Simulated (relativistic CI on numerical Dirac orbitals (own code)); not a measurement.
Slater and spin-orbit integrals, Pm⁵⁶⁺

Computed by Dirac-Coulomb-Breit CI, KLI orbitals optimised for each configuration, a model potential for QED, unscaled Slater integrals (own radial code, finite nucleus).

Slater integrals F^k, G^k are unscaled and averaged over j, outside the closed core 1s2; ζ comes from projecting the Hamiltonian with its Breit term on Σ l·s of the shell.

- 2s²2p: ζ(2p) = 3.3181e+06 cm⁻¹; <r>(2p) = 0.08184, <r^2>(2p) = 0.008127 (bohr units).
- 2s2p²: F^2(2p,2p) = 1.1563e+06, G^1(2s,2p) = 1.2251e+06, ζ(2p) = 3.307e+06 cm⁻¹; <r>(2s) = 0.09399, <r^2>(2s) = 0.01044, <r>(2p) = 0.0819, <r^2>(2p) = 0.008138 (bohr units).
- 2p³: F^2(2p,2p) = 1.1547e+06, ζ(2p) = 3.2961e+06 cm⁻¹; <r>(2p) = 0.08201, <r^2>(2p) = 0.008161 (bohr units).

Averages of the first 10 configurations, taken without configuration mixing, which lowers the lowest level and can move excited configurations by several eV; other configurations of the list can lie among them:

| Configuration | Parity | States | Average energy above the lowest level (eV) |
| --- | --- | --- | --- |
| 2s²2p | odd | 6 | 415.7 |
| 2s2p² | even | 30 | 1011.0 |
| 2p³ | odd | 20 | 1656.7 |
| 2p²3s | even | 30 | 8005.4 |
| 2p²3p | odd | 90 | 8184.1 |
| 2p²3d | even | 150 | 8322.4 |
| 2s²3s | even | 2 | 6828.7 |
| 2s²3p | odd | 6 | 7016.1 |
| 2s²3d | even | 10 | 7154.5 |
| 2s2p3s | odd | 24 | 7391.7 |
